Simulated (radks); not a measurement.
Values are calculated unless marked as measured or tabulated.
Task: Ionisation of Ca+, [Ar] 4s1, to Ca2+, [Ar], under several functionals. Scalar-relativistic Kohn-Sham, spin-polarised, spherical densities, point nucleus; open shells are filled with parallel spins first; a radial shooting solver on a logarithmic mesh with Libxc functionals. Known Delta-SCF values: revPBE 11.945 eV. What does LDA (Slater exchange, VWN5 correlation) give, and what is its highest occupied eigenvalue?

Result: 12.165 eV by Delta-SCF; the 4s eigenvalue is -9.499 eV. NIST: 11.872 eV (measured).
